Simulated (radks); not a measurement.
Values are calculated unless marked as measured or tabulated.
Question: Pt51+, configuration [Ar] 3d9. Level of theory: scalar-relativistic Kohn-Sham, PBE, spin-unpolarised, spherical densities, point nucleus (a radial shooting solver on a logarithmic mesh with Libxc functionals). Some entries of the table are withheld. Estimate them.

orbital  occ.  eigenvalue (hartree)  <r> (bohr)  <1/r> (bohr^-1)
1s          2                   (1)     0.01714            94.04
2s          2                   (2)     0.07214            22.09
2p          6             -543.7860     0.06500            19.72
3s          2             -216.9663      0.1825            8.404
3p          6                   (3)         (4)            7.713
3d          9             -177.0683      0.1636              (5)
4s          0             -108.6289         (6)            4.211
4p          0             -100.9968      0.3648            3.939

Answer: 
(1) 1s eigenvalue (hartree): -2989.599
(2) 2s eigenvalue (hartree): -611.0657
(3) 3p eigenvalue (hartree): -197.2154
(4) 3p <r> (bohr): 0.1822
(5) 3d <1/r> (bohr^-1): 7.269
(6) 4s <r> (bohr): 0.3567
